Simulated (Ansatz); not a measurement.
Ga(Me)2 (C₂H₆Ga), SMILES [CH3][Ga+][CH3], charge +1.

The structure is a stationary point at r2SCAN-D4/def2-SVP. A frequency run showed that this geometry is not a minimum. The spin state was assumed, not searched. The isomer is the one that the SMILES or the coordinates give; other isomers of the formula were not compared.

Two levels are set side by side: PBE/def2-SVPD (Ansatz, a first-principles code) and PBE0/def2-SVPD (Ansatz). Energy differences of separate SCF runs at the same geometry; the states with an electron removed or added have multiplicity 2 and 2. Differences are taken from unrounded values.

| quantity | PBE |
|---|---|
| vertical ionisation energy (eV) | 16.47 |
| vertical electron affinity (eV) | 4.82 |
| vertical singlet–triplet gap (eV) | 5.57 |

Problem. These are the PBE values. What does PBE0 give? (An estimate is asked for; the answer gives what the named calculation found.)

Solution. 
| quantity | PBE0 | PBE minus PBE0 |
|---|---|---|
| vertical ionisation energy (eV) | 16.59 | -0.12 |
| vertical electron affinity (eV) | 4.81 | 0.01 |
| vertical singlet–triplet gap (eV) | 5.73 | -0.16 |
